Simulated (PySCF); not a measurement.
Atomic charges by several schemes

Species: H11NSi5.
Atom-mapped SMILES: `[NH2:1][SiH:2]1[SiH2:3][SiH2:4][SiH2:5][SiH2:6]1` (hydrogens: H7, H8 on N1; H9 on Si2; H10, H11 on Si3; H12, H13 on Si4; H14, H15 on Si5; H16, H17 on Si6)

Geometry (GFN2-xTB, Å), atoms numbered from 1 in this order:
```xyz
17
H11NSi5 angstrom
N      2.581    0.221   -0.476
Si     1.435   -0.160    0.767
Si     0.183   -1.934   -0.088
Si    -1.841   -1.046   -0.838
Si    -1.922    1.207   -0.222
Si     0.058    1.719    0.902
H      3.180   -0.510   -0.828
H      3.114    1.073   -0.402
H      2.108   -0.488    2.047
H      0.884   -2.693   -1.134
H     -0.053   -2.952    0.947
H     -1.996   -1.207   -2.290
H     -2.992   -1.787   -0.301
H     -2.125    2.070   -1.394
H     -3.100    1.495    0.607
H     -0.215    2.064    2.306
H      0.694    2.940    0.387
```

Density: PBE0/pcSseg-1 (PySCF); schemes: Mulliken, IAO, Hirshfeld and ESP-fitted. One conformer (not necessarily the lowest) at the GFN2-xTB geometry, without solvent, vibrations or thermal averaging.

Give the atomic charges in each scheme.

In e:

```tsv
atom	environment	Mulliken	IAO	Hirshfeld	ESP-fitted
N1	silicon-bound nitrogen	-0.629	-0.834	-0.322	-1.018
Si2	SiH silicon	+0.334	+0.503	+0.217	+0.478
Si3	SiH2 silicon	+0.014	+0.132	+0.137	+0.063
Si4	SiH2 silicon	+0.018	+0.153	+0.145	+0.115
Si5	SiH2 silicon	+0.019	+0.153	+0.145	+0.121
Si6	SiH2 silicon	+0.013	+0.132	+0.137	+0.084
H7	N–H hydrogen	+0.196	+0.260	+0.114	+0.386
H8	N–H hydrogen	+0.196	+0.260	+0.113	+0.385
H9	Si–H hydrogen	-0.049	-0.133	-0.093	-0.145
H10	Si–H hydrogen	-0.015	-0.076	-0.070	-0.032
H11	Si–H hydrogen	-0.019	-0.084	-0.079	-0.076
H12	Si–H hydrogen	-0.011	-0.077	-0.073	-0.058
H13	Si–H hydrogen	-0.011	-0.077	-0.074	-0.059
H14	Si–H hydrogen	-0.011	-0.076	-0.073	-0.060
H15	Si–H hydrogen	-0.011	-0.077	-0.074	-0.062
H16	Si–H hydrogen	-0.019	-0.084	-0.079	-0.083
H17	Si–H hydrogen	-0.015	-0.076	-0.070	-0.039
```

Mean size of the charges over all atoms: ESP-fitted 0.192 e, IAO 0.187 e, Hirshfeld 0.119 e, Mulliken 0.093 e. Each set sums to the total charge, 0, to within 0.001 e. The ESP scheme is a least-squares fit of atom-centred charges to the potential on four shells outside the van der Waals surface, with the total charge fixed. The IAO scheme counts the electrons in orthogonalised intrinsic atomic orbitals, a minimal basis polarised so that it spans the occupied orbitals exactly.

Lowest charge. All schemes agree: Mulliken N1 (-0.629); IAO N1 (-0.834); Hirshfeld N1 (-0.322); ESP-fitted N1 (-1.018).

Highest charge. All schemes agree: Mulliken Si2 (+0.334); IAO Si2 (+0.503); Hirshfeld Si2 (+0.217); ESP-fitted Si2 (+0.478).

Sum the charges by element, for elements with more than one atom.

```json
{"element": "Si", "atoms": "5", "Mulliken": "+0.398", "IAO": "+1.074", "Hirshfeld": "+0.781", "ESP-fitted": "+0.861"}
{"element": "H", "atoms": "11", "Mulliken": "+0.231", "IAO": "-0.240", "Hirshfeld": "-0.459", "ESP-fitted": "+0.157"}
```

How many electrons does the ESP-fitted scheme count on Si5?

Z − q = 14 − (+0.121) = 13.879.

How closely do the schemes follow one another over all atoms?

Correlation coefficient and root-mean-square difference: Mulliken with ESP-fitted 0.98, 0.132 e; IAO with ESP-fitted 0.98, 0.069 e; Mulliken with IAO 0.96, 0.104 e; IAO with Hirshfeld 0.93, 0.151 e; Hirshfeld with ESP-fitted 0.87, 0.205 e; Mulliken with Hirshfeld 0.80, 0.113 e.

These values come from a run that also computed NMR shieldings. Time: 30 s wall. Hardware: Arm Neoverse V1, one thread (shared host).
